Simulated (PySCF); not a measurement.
Vertical excitation energies

C4H11OPSi.
SMILES: `O=P1(C[SiH3])CCC1`

Method: PySCF, TDDFT B3LYP/def2-SVPD, vertical, gas phase, core orbitals frozen in the response. The structure is a single GFN2-xTB conformer in the gas phase; no vibrational or solvent corrections. Torsions of this conformer, `[O:1]=[P:2]1([CH2:3][SiH3:4])[CH2:5][CH2:6][CH2:7]1`: O1–P2–C3–Si4 -60°.

```
state  E (eV)  E (hartree)       f  main configurations (H = HOMO, L = LUMO)
   S1    6.52       0.2398   0.023                                 H→L (94%)
   S2    6.60       0.2425   0.021                               H-1→L (95%)
   S3    6.83       0.2510  0.0035                   H→L+1 (79%), H→L+4 (8%)
   S4    6.91       0.2539  0.0040                             H-1→L+1 (84%)
   S5    7.07       0.2599   0.028      H→L+2 (72%), H→L+3 (10%), H→L+4 (9%)
   S6    7.16       0.2632   0.017                  H→L+3 (61%), H→L+2 (17%)
   S7    7.21       0.2651  0.0062              H-1→L+2 (75%), H-1→L+3 (17%)
   S8    7.31       0.2686   0.016                               H→L+4 (70%)
```

Triplets, Tamm–Dancoff:

```
state  E (eV)  λ (nm)  main configurations (H = HOMO, L = LUMO)
   T1    6.38   194.4                    H→L (82%), H→L+1 (13%)
   T2    6.48   191.3                H-1→L (70%), H-1→L+1 (20%)
   T3    6.63   186.9   H→L+1 (42%), H-1→L+1 (14%), H-1→L (11%)
```

The lowest singlet lies at 6.52 eV (190 nm, vacuum ultraviolet) and is weak; its leading configuration is HOMO→LUMO (94%). The most intense listed level is S5 at 7.07 eV (175 nm, f = 0.028), 0.55 eV above S1. Löwdin shares by element: HOMO oxygen 52%, carbon 20% or more, phosphorus 13%; LUMO silicon 19%, carbon 19% or more, hydrogen 11% or more (atoms not listed hold the other 50%). Orbital energies (eV): HOMO-3 -9.44, HOMO-2 -8.98, HOMO-1 -7.42, HOMO -7.35, LUMO -0.03, LUMO+1 0.42, LUMO+2 0.49. The oscillator strengths of these states sum to 0.117; summed over the whole spectrum of an exact calculation they would give the number of electrons, 72 (Thomas–Reiche–Kuhn). Of the 8 states listed, 5 reach f = 0.01 and none stays under 0.0005. The window holds the lowest 8 singlets.
